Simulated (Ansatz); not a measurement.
`C[N](C)[Y]([OH])[O][SiH3]`, relaxed with RKS PBE0-D4/def2-TZVP in the Gaussian-basis code of Ansatz from a GFN2-xTB geometry. The force threshold is 0.005 eV/Å; the program also tests the step.

The species carries charge 0 and has multiplicity 1. Y takes the def2 core potential.

Start:

```xyz
17

C     1.342   -0.918   -0.463
N     0.749   -0.067   -1.494
C     1.594    1.115   -1.658
Y    -1.247    0.366   -0.981
O    -1.141    1.969    0.171
O    -1.938   -1.082    0.285
Si   -1.889   -1.069    1.883
H     0.761   -1.839   -0.347
H     2.363   -1.185   -0.765
H     1.404   -0.400    0.515
H     1.626    1.733   -0.743
H     2.619    0.791   -1.882
H     1.238    1.724   -2.492
H    -1.843    2.081    0.828
H    -2.871   -0.106    2.436
H    -2.227   -2.425    2.324
H    -0.539   -0.690    2.382
```

How much energy does the relaxation release, and in how many steps? (An estimate is asked.)

Computed: 89.14 kJ/mol, in 26 steps.

Which bonds change most? (Best estimate.)

Computed: Y4–O5 from 1.977 to 2.026 Å; N2–Y4 from 2.106 to 2.139 Å.

Give the relaxed structure. (Estimate.)

Ansatz gave: 
```xyz
17

C     1.776   -0.830   -0.472
N     1.041    0.357   -0.838
C     1.776    1.152   -1.789
Y    -0.887    0.810   -0.029
O    -1.743    2.529   -0.673
O    -1.669   -0.549    1.328
Si   -2.317   -1.587    2.389
H     1.216   -1.433    0.253
H     1.984   -1.475   -1.341
H     2.749   -0.592   -0.014
H     2.750    1.480   -1.391
H     1.986    0.598   -2.719
H     1.215    2.052   -2.063
H    -2.278    3.292   -0.870
H    -3.549   -1.028    3.019
H    -2.693   -2.870    1.726
H    -1.357   -1.908    3.485
```
